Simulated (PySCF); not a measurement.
A calculated (UHF, PySCF 2.14, def2-SVP, the non-relativistic Hamiltonian (point nucleus)) atom or ion has these occupied shells.

```csv
shell,electrons,orbital energy (eV),"rms radius, mean of both spins (bohr)"
1s α,1,-466.79,0.265
1s β,1,-465.55,0.265
2s α,1,-58.176,1.30
2s β,1,-53.614,1.30
2p α,1,-48.138,1.25
```

Question: Name the element and its charge.

Answer: N²⁺ (nitrogen, charge +2), in [He] 2s2 2p1, 2P determinant.
